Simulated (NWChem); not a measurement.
Species: H₂BO₂ cation

```xyz
5

O      0.1969    -1.2355     0.0677
B      0.0000     0.0000     0.0010
O     -0.1969     1.2355     0.0677
H     -0.1461    -2.0529    -0.3236
H      0.1461     2.0529    -0.3236
```
Atoms are numbered in this order, from 1.

Program: NWChem. Pople sets run with spherical d functions. The geometry was optimised at PBE0/def2-SVP. Atomic charges in e: unrestrained fits to the electrostatic potential beside Mulliken populations; buried atoms are poorly determined by the fit.

For level B3LYP/def2-SVP:

| Property | Value |
|---|---|
| ESP O1 | -0.42 |
| Mulliken O1 | 0.05 |
| ESP B2 | 0.84 |
| Mulliken B2 | 0.31 |
| ESP O3 | -0.42 |
| Mulliken O3 | 0.05 |

**Question.** Estimate the same quantities for level Hartree-Fock/6-31G*.

**Answer.** 
| Property | Result |
|---|---|
| ESP O1 | -0.56 |
| Mulliken O1 | -0.56 |
| ESP B2 | 1.05 |
| Mulliken B2 | 0.95 |
| ESP O3 | -0.56 |
| Mulliken O3 | -0.56 |
